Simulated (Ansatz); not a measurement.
C2H7AlBN (`BN[CH]1[CH2][AlH]1`) at its PBE0-D4/def2-TZVP geometry, where that method's forces vanish. Total charge 0; spin multiplicity 1.

```xyz
12

B     0.1282   -1.6900    0.2554
N    -0.2639   -0.6315    1.0285
C    -0.6574    0.6239    0.4089
C     0.6178    1.3596   -0.1206
Al   -0.2825    0.2981   -1.4568
H     0.6375   -2.6990    0.6284
H    -0.0582   -1.5769   -0.9723
H    -0.0483   -0.6109    2.0181
H    -1.3570    1.1935    1.0144
H     1.5409    1.1958    0.4340
H     0.4415    2.4285   -0.2749
H    -0.6986    0.1088   -2.9631
```

(1) What forces (eV/Å) does PBE-D4/def2-TZVPP give on these atoms in Ansatz? (Estimate.)

Answers

(1) Computed: 
```
B1   0.106 -0.308 -0.224
N2  -0.153  0.096  0.001
C3  -0.109  0.080  0.055
C4   0.065  0.068  0.003
Al5 -0.008 -0.157 -0.259
H6   0.061 -0.102  0.046
H7  -0.025  0.002 -0.080
H8   0.073  0.008  0.384
H9  -0.152  0.132  0.120
H10  0.199 -0.031  0.099
H11 -0.022  0.207 -0.034
H12 -0.034  0.005 -0.111
```
